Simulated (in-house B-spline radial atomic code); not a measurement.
Eu⁺. Computed with a B-spline radial atomic code. Model: non-relativistic spherical atom: semilocal Troullier-Martins pseudo-atom, one channel per l, against all electrons, high spin, G0W0 and RPA with empty states to l = 8, local potential for every l without a channel, a model core (radius 0 = none) keeps its share of the functional.

Without relativity these are model numbers for so heavy an element.

What the tables leave out is listed at the end.

The pseudopotential gives back the lowest level of each angular momentum of its own functional in the configuration it was made in; a second state of the same l is only approximately right. Exact exchange, RPA and GW see the smooth pseudo-orbitals and miss the exchange with the core, for which the functional's share stands in. The column with an uncorrelated core keeps all orbitals and exact exchange, and so separates missing core correlation from pseudisation. Only the three outermost levels and the lowest empty one were computed. RPA here is direct RPA, with no exchange kernel, and its energies carry an (l + 1/2)⁻⁴ tail. A hybrid on a potential with a model core restores only its own semilocal share of the core's exchange.

Command:
```bash
python run_psgw.py task.json out
```
Settings (lengths in bohr, energies in hartree):
```
Z                      63
electrons              62
configuration          [Xe] 4f7 6s1
generated_in           [Xe] 4f7 6s1
functional             lda,vwn
core_shells            8
radius_factor          0.9
core_correction        False
ion_configuration      [Xe] 4f7
```

Run time, properties included: 95 s on 1 thread of Intel(R) Xeon(R) Platinum 8259CL CPU @ 2.50GHz (Skylake/Cascade Lake) (shared host).

Given: made with LDA VWN5; model core radius 0 bohr; local radius 0.704 bohr; mean-field start LDA VWN5.

Valence shells of the generating configuration: 4d, 5s, 5p, 4f, 6s.

Channel: s 1.192, p 1.292, d 0.514, f 1.784 (radii in bohr).

Computed: largest level miss in the spin-unpolarised generating configuration 0.08 eV; valence RPA correlation energy all-electron orbitals -1.9137 hartree; valence RPA correlation energy pseudo -2.3305 hartree; all-electron RPA polarisability, core included 62.046 bohr³; ionisation by mean-field all-electron 11 eV; ionisation by mean-field pseudo minus all 0.138 eV; ionisation by RPA all-electron 11.313 eV.

```tsv
level	occupied	mean-field all-electron (eV)	mean-field pseudo minus all (eV)	G0W0 all-electron (eV)	G0W0 uncorrelated core minus all (eV)	G0W0 pseudo minus all (eV)	exchange self-energy all-electron (eV)	exchange self-energy pseudo (eV)
6s up	1	-8.593	-0.1	-11.144	-0.004	-0.33	-8.049	-8.2185
```

Problem. What is the pseudo-atom RPA polarisability?

Solution. 59.794 bohr³.

Problem. What is the ionisation by RPA pseudo minus all?

Solution. 0.281 eV.

Given: mean-field start PBE0.

Computed: valence RPA correlation energy all-electron orbitals -1.8112 hartree; all-electron RPA polarisability, core included 56.603 bohr³; pseudo-atom RPA polarisability 54.288 bohr³; ionisation by mean-field all-electron 10.65 eV; ionisation by mean-field pseudo minus all 0.164 eV; ionisation by RPA all-electron 11.004 eV.

```json
{"level": "6s up", "occupied": "1", "mean-field all-electron (eV)": "-8.8799", "mean-field pseudo minus all (eV)": "-0.131", "G0W0 all-electron (eV)": "-11.053", "G0W0 uncorrelated core minus all (eV)": "-0.003", "G0W0 pseudo minus all (eV)": "-0.294", "exchange self-energy all-electron (eV)": "-7.7185", "exchange self-energy pseudo (eV)": "-7.9188"}
```

Problem. What is the ionisation by RPA pseudo minus all?

Solution. 0.286 eV.

Problem. What is the valence RPA correlation energy pseudo?

Solution. -2.228 hartree.

Given: mean-field start Hartree-Fock.

Computed: valence RPA correlation energy all-electron orbitals -1.594 hartree; valence RPA correlation energy pseudo -2.0028 hartree; all-electron RPA polarisability, core included 44.53 bohr³; pseudo-atom RPA polarisability 41.987 bohr³; ionisation by mean-field all-electron 9.9324 eV; ionisation by mean-field pseudo minus all 0.237 eV.

| level | occupied | mean-field all-electron (eV) | mean-field pseudo minus all (eV) | G0W0 all-electron (eV) | G0W0 uncorrelated core minus all (eV) | G0W0 pseudo minus all (eV) | exchange self-energy all-electron (eV) | exchange self-energy pseudo (eV) |
| --- | --- | --- | --- | --- | --- | --- | --- | --- |
| 6s up | 1 | -9.9564 | -0.235 | -10.816 | -0.002 | -0.241 | -7.1078 | -7.3018 |
| 4f up | ? | ? | ? | ? | ? | ? | ? | ? |
| 5p down | 1 | -33.065 | -0.323 | -33.735 | -0.027 | 0.057 | -25.118 | -24.164 |
| 6s down (empty) | 0 | -4.2875 | 0.018 | -5.2211 | 0 | 0.031 | -0.79748 | -0.67091 |

Problem. What belongs in the row 4f up?

Solution. occupied: 1; mean-field all-electron (eV): -25.099; mean-field pseudo minus all (eV): 3.196; G0W0 all-electron (eV): -22.568; G0W0 uncorrelated core minus all (eV): 0.226; G0W0 pseudo minus all (eV): 2.329; exchange self-energy all-electron (eV): -64.199; exchange self-energy pseudo (eV): -46.772.

Problem. What is the ionisation by RPA all-electron?

Solution. 10.701 eV.

Problem. What is the ionisation by RPA pseudo minus all?

Solution. 0.274 eV.

Among the listed levels the largest G0W0 shift of the pseudo-atom is +2.33 eV, for 4f up on the Hartree-Fock start, while leaving the core uncorrelated moves that level by +0.23 eV. So pseudisation and the lost core exchange, not the missing core correlation, make the error. Not in the tables (levels of low weight, unsolved or above zero; the highest and the empty levels are kept at any weight): on LDA the G0W0 levels 4f up (pseudo minus all +2.15 eV, weights 0.64 and 0.24), 5p down (pseudo minus all -0.09 eV, weights 0.44 and 0.59); on PBE0 the G0W0 levels 4f up (pseudo minus all +1.59 eV, weights 0.67 and 0.71), 5p down (pseudo minus all -0.23 eV, weights 0.73 and 0.77), 5d up (pseudo minus all +0.35 eV, weights 0.53 and 0.44).
